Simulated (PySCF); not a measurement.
Si(F)(Br)(Me)(OH) (CH4BrFOSi), SMILES F[Si](O)(Br)C. Atoms are numbered in the order given.

```xyz
9

C      2.0071    -0.2028    -1.0308
Si     0.1849    -0.1314    -0.7920
O     -0.4997    -1.5210    -1.3352
F     -0.4413     1.1276    -1.5964
Br    -0.3535     0.2111     1.3356
H      2.4382    -1.0267    -0.4440
H      2.4736     0.7396    -0.7097
H      2.2397    -0.3687    -2.0938
H     -1.4387    -1.6567    -1.1748
```
Charge 0, spin multiplicity 1.

Geometry optimised at PBE0-D3(BJ)/def2-SVP. This is a generated structure with no PubChem entry under its InChIKey; it may be hypothetical. Other conformers were not sampled.

Calculation: PBE/pcSseg-1 (PySCF).

GIAO shieldings, no solvent; atoms alike by connectivity are averaged. δ = σ(ref) − σ: ¹³C against TMS (σ = 182.0 ppm); ²⁹Si against TMS (σ = 335.4 ppm); ¹⁷O against H2O (σ = 334.3 ppm); ¹⁹F against CFCl3 (σ = 133.6 ppm); ¹H against TMS (σ = 31.49 ppm), references at their B3LYP-D3(BJ)/def2-TZVP geometries, non-relativistic (without spin–orbit terms, shifts of atoms bonded to Cl or Br come out too high).

```tsv
nucleus	atoms	count	δ (ppm)
¹³C	C1	1	2.7
²⁹Si	Si2	1	3.4
¹⁷O	O3	1	98.1
¹⁹F	F4	1	-132.4
¹H	H9	1	2.83
¹H	H6, H7, H8	3	0.81
```
